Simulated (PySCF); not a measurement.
# How far are cheaper levels from CCSD(T)/CBS for SbCl⁺?

PySCF; the state is a doublet (π ↑). The composite is CCSD(T) extrapolated to the basis-set limit from two correlation-consistent sets, with core-valence (CV) and scalar-relativistic (SR) terms as its label shows; it has no spin–orbit coupling and nothing beyond (T). Here it is CCSD(T)/CBS(DT). It gives Re = 2.234 Å, ωe = 453 cm⁻¹ and De = 3.54 eV to Sb⁺ + Cl.

```json
{"level": "UHF", "basis": "def2-TZVPPD", "relativity": "scalar-relativistic core potentials", "Re (Å)": "2.232", "ωe (cm⁻¹)": "467", "De (eV)": "2.01"}
{"level": "UHF-SCS-MP2", "basis": "def2-TZVPPD", "relativity": "scalar-relativistic core potentials", "Re (Å)": "2.235", "ωe (cm⁻¹)": "459", "De (eV)": "3.35"}
{"level": "PBE", "basis": "cc-pVDZ-PP/cc-pV(D+d)Z", "relativity": "scalar-relativistic core potentials", "Re (Å)": "2.290", "ωe (cm⁻¹)": "419", "De (eV)": "3.77"}
{"level": "revPBE", "basis": "def2-TZVPPD", "relativity": "scalar-relativistic core potentials", "Re (Å)": "2.269", "ωe (cm⁻¹)": "423", "De (eV)": "3.71"}
{"level": "r²SCAN", "basis": "def2-SVP", "relativity": "scalar-relativistic core potentials", "Re (Å)": "2.284", "ωe (cm⁻¹)": "436", "De (eV)": "3.61"}
{"level": "r²SCAN", "basis": "cc-pVDZ-PP/cc-pV(D+d)Z", "relativity": "scalar-relativistic core potentials", "Re (Å)": "2.273", "ωe (cm⁻¹)": "433", "De (eV)": "3.56"}
{"level": "r²SCAN", "basis": "def2-TZVPPD", "relativity": "scalar-relativistic core potentials", "Re (Å)": "2.243", "ωe (cm⁻¹)": "446", "De (eV)": "3.80"}
{"level": "PBE0", "basis": "def2-SVP", "relativity": "scalar-relativistic core potentials", "Re (Å)": "2.275", "ωe (cm⁻¹)": "445", "De (eV)": "3.48"}
{"level": "M06", "basis": "def2-TZVPPD", "relativity": "scalar-relativistic core potentials", "Re (Å)": "2.246", "ωe (cm⁻¹)": "452", "De (eV)": "4.06"}
{"level": "BHandHLYP", "basis": "cc-pVDZ-PP/cc-pV(D+d)Z", "relativity": "scalar-relativistic core potentials", "Re (Å)": "2.260", "ωe (cm⁻¹)": "448", "De (eV)": "3.01"}
```

Problem. Give the difference of each row from the composite.

Solution. 

| level | basis | ΔRe (pm) | Δωe (%) | ΔDe (eV) |
| --- | --- | --- | --- | --- |
| UHF | def2-TZVPPD | -0.2 | +3.1 | -1.53 |
| UHF-SCS-MP2 | def2-TZVPPD | +0.1 | +1.3 | -0.19 |
| PBE | cc-pVDZ-PP/cc-pV(D+d)Z | +5.6 | -7.5 | +0.23 |
| revPBE | def2-TZVPPD | +3.5 | -6.6 | +0.17 |
| r²SCAN | def2-SVP | +5.0 | -3.8 | +0.07 |
| r²SCAN | cc-pVDZ-PP/cc-pV(D+d)Z | +3.9 | -4.4 | +0.02 |
| r²SCAN | def2-TZVPPD | +0.9 | -1.5 | +0.26 |
| PBE0 | def2-SVP | +4.1 | -1.8 | -0.06 |
| M06 | def2-TZVPPD | +1.2 | -0.2 | +0.52 |
| BHandHLYP | cc-pVDZ-PP/cc-pV(D+d)Z | +2.6 | -1.1 | -0.53 |

Problem. Which rows come closest in De?

Solution. r²SCAN in cc-pVDZ-PP/cc-pV(D+d)Z (+0.02 eV), counted from the composite.

Correlated steps freeze 9 core orbitals. Spin–orbit coupling is left out, which matters for elements this heavy, above all for dissociation energies. For an ion De counts to the pair picked by the measured ionisation energies or electron affinities, which need not be the lowest pair at this level. The state was picked by a PBE0 search and need not be the measured ground state.
